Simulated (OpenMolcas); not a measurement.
**Computed levels of Ti2+**

```json
{
  "Program": "OpenMolcas 26.06",
  "Method": "SS-CASPT2, IPEA 0.25 Eh, imaginary shift 0.1 Eh (closed shells correlated: 3s 3p)",
  "Basis": "ANO-RCC-VTZP [6s5p3d2f1g]",
  "Scalar Hamiltonian": "DKH2, point nucleus",
  "Active space": "2 electrons in 6 orbitals (3d 4s)",
  "State averaging": "2S+1 = 3 even, 15 roots; 2S+1 = 1 even, 20 roots kept (CI in the orbitals of an earlier block)",
  "Spin-orbit coupling": "RASSI with atomic mean-field integrals over the reference wave functions, term energies averaged over their components"
}
```

Spin-free terms above the lowest, with the occupations of the reference:

```
Configuration  Term  E (cm-1)      Occupations
          3d2    3F       0.0          3d 2.00
          3d2    1D      7910          3d 2.00
          3d2    3P     10920          3d 2.00
          3d2    1G     14420          3d 2.00
          3d2    1S     32080  3d 1.99 4s 0.01
        3d 4s    3D     37540  3d 1.00 4s 1.00
        3d 4s    1D     40740  3d 1.00 4s 1.00
```

With spin-orbit coupling, above the lowest level:

```json
{"Configuration": "3d2", "Term": "3F", "J": "2", "E (cm-1)": "0.0", "Measured (cm-1)": "0.0", "Term weight %": "100"}
{"Configuration": "3d2", "Term": "3F", "J": "3", "E (cm-1)": "198", "Measured (cm-1)": "185", "Term weight %": "100"}
{"Configuration": "3d2", "Term": "3F", "J": "4", "E (cm-1)": "455", "Measured (cm-1)": "420", "Term weight %": "100"}
{"Configuration": "3d2", "Term": "1D", "J": "2", "E (cm-1)": "8170", "Measured (cm-1)": "8474", "Term weight %": "100"}
{"Configuration": "3d2", "Term": "3P", "J": "0", "E (cm-1)": "11050", "Measured (cm-1)": "10538", "Term weight %": "100"}
{"Configuration": "3d2", "Term": "3P", "J": "1", "E (cm-1)": "11110", "Measured (cm-1)": "10604", "Term weight %": "100"}
{"Configuration": "3d2", "Term": "3P", "J": "2", "E (cm-1)": "11260", "Measured (cm-1)": "10721", "Term weight %": "100"}
{"Configuration": "3d2", "Term": "1G", "J": "4", "E (cm-1)": "14680", "Measured (cm-1)": "14398", "Term weight %": "100"}
{"Configuration": "3d2", "Term": "1S", "J": "0", "E (cm-1)": "32350", "Measured (cm-1)": "32476", "Term weight %": "100"}
{"Configuration": "3d 4s", "Term": "3D", "J": "1", "E (cm-1)": "37610", "Measured (cm-1)": "", "Term weight %": "100"}
{"Configuration": "3d 4s", "Term": "3D", "J": "2", "E (cm-1)": "37730", "Measured (cm-1)": "38199", "Term weight %": "100"}
{"Configuration": "3d 4s", "Term": "3D", "J": "3", "E (cm-1)": "37930", "Measured (cm-1)": "38426", "Term weight %": "100"}
{"Configuration": "3d 4s", "Term": "1D", "J": "2", "E (cm-1)": "41010", "Measured (cm-1)": "41704", "Term weight %": "100"}
```

Against the 11 measured excited levels shown (Corliss and Sugar, J. Phys. Chem. Ref. Data 8, 1 (1979)) the mean absolute deviation is 360 cm-1; the largest miss in energy is 3d 4s 1D2: computed 41010, measured 41704 cm-1 (-1.7 %), and the largest in proportion 3d2 3F4 (+8.3 %).

Spin-orbit coupling puts the lowest level 263 cm-1 below the lowest spin-free term.

For 3F the intervals divided by the larger J are 66.2, 64.2 cm-1. Landé's interval rule makes them equal in pure LS coupling; they differ by 3 % of their mean. The multiplet is regular.

CASPT2 breaks the degeneracy within a term, and the mean is taken; among the terms shown or strongly mixed into the levels shown the widest spread is 470 cm-1 (3d2 3F). Terms from blocks run as CI alone lack orbitals of their own. A single d shell beside an s shell can misplace configurations of different d count against each other. Measured partners are found by configuration, term and J. A level has none where our copy of the source lacks it or the pairing is in doubt (some pairs that miss far off the trend of their configuration count as doubtful), and it then counts in no deviation. Levels of configurations outside the active space are missing. The first state left out of the spin-orbit step lies near 120000 cm-1 above the lowest spin-free state of the reference (among the parities and spins computed), and the list stops at four fifths of that energy or lower.

The CASPT2 steps took 8.5 s on 1 thread of Intel(R) Xeon(R) Platinum 8488C (Sapphire Rapids), on a shared host; the integral step is not counted.

The term weight is that of the spin-free term in the level, not the purity of its configuration.
